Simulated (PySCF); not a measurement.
## Correlation energy of P⁺ (phosphorus, charge +1)

[Ne] 3s2 3p2, high-spin 3P determinant. Calculation: PySCF 2.14, in dyall-av2z (13s9p2d, 50 functions); the non-relativistic Hamiltonian (point nucleus). Frozen: [Ne]; 4 electrons correlated; the 16 highest virtual orbitals of each spin left out.

MP2 pair energies summed by pair of shells (mhartree):

| pair | energy | share (%) |
| --- | --- | --- |
| 3s-3p | -31.35 | 60.2 |
| 3s-3s | -15.18 | 29.1 |
| 3p-3p | -5.54 | 10.6 |

Total MP2 correlation energy: -52.07 mhartree.

Same-spin part -8.83 and opposite-spin part -43.24 mhartree; SCS-MP2 scales them by 1/3 and 6/5 to -54.83 mhartree.
